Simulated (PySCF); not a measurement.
C₄H₈FOSi (doublet state).
Geometry (GFN2-xTB, Å), atoms numbered from 1 in this order:
```
atom  x, y, z in Å
O1     2.4352   -0.2629   -0.9607
C2     1.5679   -0.2446    0.1046
C3     0.6955    0.9112    0.4935
C4    -0.4660   -0.1014    0.6642
Si5   -1.9489    0.1603   -0.4815
F6    -2.6661    1.5352   -0.0340
C7     0.4770   -1.2601    0.2608
H8     2.7862    0.6226   -1.1045
H9     0.5544    1.6714   -0.2836
H10    0.9799    1.4254    1.4144
H11   -0.7822   -0.1791    1.7063
H12   -2.9556   -0.8780   -0.3245
H13   -1.5423    0.4023   -1.8585
H14    0.6418   -2.0044    1.0416
H15    0.2188   -1.7901   -0.6600
```

The hyperfine couplings belong to this conformer and change with its torsions.

Identity: `O[C]1CC([SiH2]F)C1` [radical].

Computed, not measured: UKS B3LYP, pcH-1 on C F H O Si, non-relativistic, mean-field spin-orbit, GIAO (PySCF 2.14.0). Isolated species at its GFN2-xTB geometry (one conformer only). Couplings are sensitive to structure, and on GFN2-xTB geometries they can be far from those on DFT ones. Stability of the SCF solution: not tested.

Where do the isotropic ENDOR lines of F6, H10/H14, H9/H15, H8 and H11 fall at 338.1 mT, to first order?

For S = 1/2 in fast tumbling each set of equivalent nuclei gives two lines, ν± = |νn ± a/2| to first order, with νn = g_N μN B/h and μN/h = 7.62259 MHz/T.

```json
{"nuclei": "F6", "isotope": "19F", "g_N": "5.2577", "νn (MHz)": "13.55", "a_iso (MHz)": "2.19", "lower line (MHz)": "12.46", "upper line (MHz)": "14.64"}
{"nuclei": "H10/H14", "isotope": "1H", "g_N": "5.5857", "νn (MHz)": "14.40", "a_iso (MHz)": "79.10", "lower line (MHz)": "25.15", "upper line (MHz)": "53.94"}
{"nuclei": "H9/H15", "isotope": "1H", "g_N": "5.5857", "νn (MHz)": "14.40", "a_iso (MHz)": "55.35", "lower line (MHz)": "13.28", "upper line (MHz)": "42.07"}
{"nuclei": "H8", "isotope": "1H", "g_N": "5.5857", "νn (MHz)": "14.40", "a_iso (MHz)": "-11.11", "lower line (MHz)": "8.84", "upper line (MHz)": "19.95"}
{"nuclei": "H11", "isotope": "1H", "g_N": "5.5857", "νn (MHz)": "14.40", "a_iso (MHz)": "4.21", "lower line (MHz)": "12.29", "upper line (MHz)": "16.50"}
```

Which pairs are centred on the nuclear Larmor frequency, and which on half the coupling?

Centred on νn, since |a| < 2νn: F6, H8 and H11. Centred on |a|/2 and split by 2νn: H10/H14 and H9/H15.

At what field would the lower line of H10/H14 fall to zero frequency?

Where νn = |a|/2, that is B = 39.55 MHz/(5.5857 × 7.62259 MHz/T) = 929 mT, as far as first order holds there.

Means are taken over nuclei equivalent by connectivity, which assumes that they swap fast.
